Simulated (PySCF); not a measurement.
Some computed properties have been withheld. Give your best values.

Compound: C14H11 (charge +1).
SMILES: `c1ccc2c(c1)[CH+]Cc1ccccc1-2`

```tsv
property	level	value
point group	PBE0-D3(BJ)/def2-SVP	?
rotational constants A, B, C	PBE0-D3(BJ)/def2-SVP	1.570, 0.548, 0.407 GHz
HOMO energy	B3LYP/def2-SVPD	-10.60 eV
LUMO energy	B3LYP/def2-SVPD	-7.75 eV
lowest singlet excitation	TDDFT B3LYP/def2-SVPD	2.35 eV (528 nm, f = 0.058)
strongest line among the 10 lowest singlet transitions	TDDFT B3LYP/def2-SVPD	?
lowest triplet excitation (Tamm–Dancoff)	TDA B3LYP/def2-SVPD	1.66 eV
static isotropic polarisability	B3LYP/def2-SVPD	170.8 au
electronic spatial extent ⟨r²⟩ about the centre of nuclear charge	B3LYP/def2-SVPD	2620 bohr²
13C chemical shifts (computed TMS as zero) by class	GIAO PBE0/pcSseg-1	?
1H chemical shifts (computed TMS as zero) by class	GIAO PBE0/pcSseg-1	9.73 (1 H), 9.09 (1 H), 9.04 (1 H), 8.91 (1 H), 8.54 (1 H), 8.50 (1 H), 8.38 (1 H), 8.33 (1 H), 8.21 (1 H), 5.17 (2 H) ppm
largest of the computed one-bond spin–spin couplings (means over like bonds)	B3LYP/pcJ-1, spin–dipole term left out	13C–1H +182.7, 13C–1H +179.0, 13C–1H +177.6, 13C–1H +176.6, 13C–1H +176.4, 13C–1H +176.2, 13C–1H +175.7, 13C–1H +172.1 Hz
```

The electronic properties come from PySCF, for the isolated species, density fitting. Geometry: PBE0-D3(BJ)/def2-SVP; no solvent, vibrations or thermal averaging.

Q: The 13C chemical shifts (computed TMS as zero) by class?

A: 202.9 (1 C), 163.7 (1 C), 155.7 (1 C), 150.2 (1 C), 145.3 (1 C), 145.0 (1 C), 139.0 (1 C), 138.4 (1 C), 137.5 (1 C), 135.7 (1 C), 133.5 (1 C), 131.2 (1 C), 130.7 (1 C), 45.0 (1 C) ppm.

Q: What is the strongest line among the 10 lowest singlet transitions?

A: S8 at 5.02 eV (247 nm, f = 0.421).

Q: What is the point group?

A: Cs.

The principal polarisabilities are 77.9, 175.5 and 259.1 au; their mean is the isotropic value. The rotational constants make it an asymmetric top with κ = (2B − A − C)/(A − C) = -0.76, nearer the prolate limit (−1). The polarisability is 25.31 Å³ as a volume (1 au = 0.148185 Å³), or 1.82 au for each of the 94 electrons. The vertical singlet–triplet gap S1 − T1 is 0.69 eV (TDDFT singlet less Tamm–Dancoff triplet; S1: HOMO→LUMO, weight 0.76; T1: HOMO→LUMO, weight 0.95). 2 of the 10 computed singlets lie in the visible range (750 to 380 nm, 1.65 to 3.26 eV), with an oscillator strength of 0.145 in sum.
